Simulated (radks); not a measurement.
Q: The beryllium ion Be3+, 1s1. Method: non-relativistic Kohn-Sham, PBE, spin-polarised, spherical densities, point nucleus; computed with a radial shooting solver on a logarithmic mesh with Libxc functionals. Every spin shell is full or empty, so the densities are truly spherical. Functionals are evaluated on that one density, not self-consistently. Rank these exchange functionals by their error against the exact value of the orbitals, and give that value: LDA, B88, PBEsol, PW91, SOGGA, G96, EV93, SCAN, MS2.

A: Exact: -1.24382 hartree. From best to worst, with 100 (|E| - |E exact|)/|E exact| (equal figures are ties): SCAN +0.05, MS2 +0.07, G96 -0.33, B88 -0.78, PW91 -1.69, EV93 +3.84, PBEsol -6.25, SOGGA -6.48, LDA -14.18.
